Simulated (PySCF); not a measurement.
Compound: delta-valerolactone, C₅H₈O₂.
SMILES with atom numbers: `[O:1]=[C:2]1[CH2:3][CH2:4][CH2:5][CH2:6][O:7]1` (hydrogens: H8, H9 on C3; H10, H11 on C4; H12, H13 on C5; H14, H15 on C6)

Structure used (PBE0-D3(BJ)/def2-SVP), in Å, numbered top down from 1:
```xyz
15
C5H8O2 angstrom
O      2.201    1.189    0.868
C      1.135    0.698    0.626
C      0.988   -0.730    0.138
C     -0.338   -1.063   -0.528
C     -1.465   -0.476    0.303
C     -1.275    1.020    0.414
O      0.015    1.405    0.871
H      1.123   -1.352    1.041
H      1.858   -0.936   -0.501
H     -0.444   -2.152   -0.645
H     -0.370   -0.633   -1.544
H     -2.451   -0.676   -0.145
H     -1.471   -0.931    1.309
H     -1.442    1.495   -0.570
H     -1.986    1.470    1.121
```

Linear response at CAM-B3LYP/def2-SVPD (PySCF, frozen core in the response, non-relativistic). The structure is a single PBE0-D3(BJ)/def2-SVP conformer in the gas phase; no vibrational or solvent corrections.

Static isotropic polarisability: 63.69 au (9.44 Å³), principal values 52.7, 63.6, 74.8 au.

(1) What is the polarisability at 1064 nm and at the sodium D line?

(2) What is the isotropic C6 coefficient between two such molecules, C6 = (3/π)∫α(iω)² dω?

(3) Which effective excitation energy ω̄ makes London's formula C6 = (3/4)α²ω̄ exact here?

(4) The lowest 6 singlets have (eV, f): 5.66, 0.001; 7.56, 0.036; 7.72, 0.082; 8.04, 0.007; 8.35, 0.040; 8.43, 0.030. What share of the static polarisability do they carry in the sum over states α = Σ f/ω²?

(5) How many electrons N does the Slater–Kirkwood formula C6 = (3/4)·√N·α^(3/2) need to give this C6?

(6) What three-body coefficient follows from the one-pole estimate C9 = (3/4)·α·C6?

(7) What n − 1 at the D line would an ideal gas of it have at 273.15 K and 1 atm (2.6868 × 10¹⁹ cm⁻³), by n − 1 = 2π·N·α′?

## Answers

(1) 64.10 au at 1064 nm (+0.6 %), 65.07 au at 589.3 nm (+2.2 %). The rise at 589.3 nm is 3.34 times that at 1064 nm; a pure ω² law gives 3.26. The lowest singlet lies at 219 nm, shorter than both wavelengths.

(2) 1883 au (Eh·bohr⁶) by a ten-point quadrature over imaginary frequencies, which is 1130 eV·Å⁶ or 109 J·nm⁶/mol.

(3) ω̄ = 4·C6/(3α²) = 0.619 Eh = 16.8 eV. A one-pole form α(ω) = α/(1 − ω²/ω̄²) fitted to the 1064 nm value gives 14.5 eV. London's choice of the ionisation energy (10.13 eV, ΔSCF at the same level) gives C6 = 1130 au, 40 % too low.

(4) 2.31 au, 3.6 % of α; the largest term, 1.02 au, is that of the state at 7.72 eV. Their oscillator strengths add up to 0.20. Higher states carry the rest.

(5) N = (4·C6/3)²/α³ = 24.4; the species has 54 electrons in all.

(6) 89900 au. This is an estimate from the two numbers above, not a computed integral.

(7) 16.28 × 10⁻⁴, a formal value whether or not that pressure can be reached.
